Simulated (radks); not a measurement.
The numbers below are computed, except where a source is named.
N2.25+, 4.75 electrons, occupied as [He] 2s2 2p(up 0.75, down 0) (fractional occupations, a model configuration).

Level of theory: scalar-relativistic Kohn-Sham, PBE, spin-polarised, spherical densities, point nucleus (a radial shooting solver on a logarithmic mesh with Libxc functionals).

Energy parts (eV):
part                     energy
total                 -1429.694
kinetic                1428.396
electron-nucleus      -3178.306
Hartree                 472.568
exchange-correlation   -152.353

Orbitals (lengths in bohr, moments of r in powers of bohr):
| orbital | occ. | eigenvalue (eV) | <r> |
|---|---|---|---|
| 1s up | 1 | -430.4025 | 0.2295 |
| 1s down | 1 | -429.7409 | 0.2292 |
| 2s up | 1 | -54.5351 | 1.148 |
| 2s down | 1 | -52.6724 | 1.160 |
| 2p up | 0.75 | -43.0064 | 1.102 |
| 2p down | 0 | -41.1274 | 1.119 |

The highest occupied level is 2p up at -43.006 eV. Spin moment in Bohr magnetons: 0.75.
